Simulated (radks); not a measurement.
Yb II, configuration [Xe] 4f14 6s1 (the NIST ground configuration). All-electron calculation, scalar-relativistic Kohn-Sham, r2SCAN, spin-unpolarised, spherical densities, finite nucleus; meta-GGA in the generalised Kohn-Sham scheme; Fermi nuclear charge, rms radius 5.3108 fm. Program: a radial shooting solver on a logarithmic mesh with Libxc functionals. Some entries of the table are withheld. Estimate them.

| orbital | occ. | eigenvalue (eV) | <1/r> (bohr^-1) | <r> (bohr) |
|---|---|---|---|---|
| 1s | 2 | -61319.36 | 80.62 | 0.01966 |
| 2s | 2 | -10418.68 | 18.81 | 0.08332 |
| 2p | 6 | (1) | 17.26 | 0.07415 |
| 3s | 2 | -2362.510 | 6.962 | 0.2164 |
| 3p | 6 | -1987.376 | 6.474 | 0.2160 |
| 3d | 10 | -1530.115 | 6.122 | 0.1961 |
| 4s | 2 | -475.0792 | 2.929 | 0.4881 |
| 4p | 6 | -351.4191 | 2.675 | 0.5183 |
| 4d | 10 | -187.8664 | (2) | 0.5604 |
| 5s | 2 | -63.3283 | 1.092 | 1.211 |
| 5p | 6 | -35.2196 | 0.9028 | 1.442 |
| 4f | 14 | -9.6785 | 1.734 | 0.7828 |
| 6s | 1 | -9.1395 | 0.3435 | 3.624 |

Answer. 
(1) 2p eigenvalue (eV): -9180.405
(2) 4d <1/r> (bohr^-1): 2.363
